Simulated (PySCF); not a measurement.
**Radial density of Gd⁵¹⁺ (gadolinium, charge +51)**

UHF, [Ne] 3s2 3p1, 2P determinant. Computed with PySCF 2.14 in an uncontracted even-tempered set (17 s from 11 bohr⁻², ratio 2.5; 12 p from 15 bohr⁻², ratio 2.5; 4 d from 58 bohr⁻², ratio 2.7; 4 f from 87 bohr⁻², ratio 2.7), with scalar relativity by spin-free X2C-1e.

```json
{"r (bohr)": "0.0162", "4πr²ρ (e/bohr)": "84.68", "4πr²(ρα − ρβ)": "0.3932"}
{"r (bohr)": "0.0273", "4πr²ρ (e/bohr)": "69.68", "4πr²(ρα − ρβ)": "1.2676"}
{"r (bohr)": "0.0459", "4πr²ρ (e/bohr)": "83.64", "4πr²(ρα − ρβ)": "2.2439"}
{"r (bohr)": "0.0772", "4πr²ρ (e/bohr)": "93.54", "4πr²(ρα − ρβ)": "0.7005"}
{"r (bohr)": "0.130", "4πr²ρ (e/bohr)": "33.79", "4πr²(ρα − ρβ)": "1.5860"}
{"r (bohr)": "0.218", "4πr²ρ (e/bohr)": "18.92", "4πr²(ρα − ρβ)": "5.6645"}
{"r (bohr)": "0.367", "4πr²ρ (e/bohr)": "2.428", "4πr²(ρα − ρβ)": "0.7973"}
{"r (bohr)": "0.618", "4πr²ρ (e/bohr)": "0.01159", "4πr²(ρα − ρβ)": "0.0025"}
```

Densities and radii are taken from the X2C orbitals without a picture-change correction, which distorts them close to the nucleus.

Spin-orbit coupling, absent here, splits the open shell strongly.
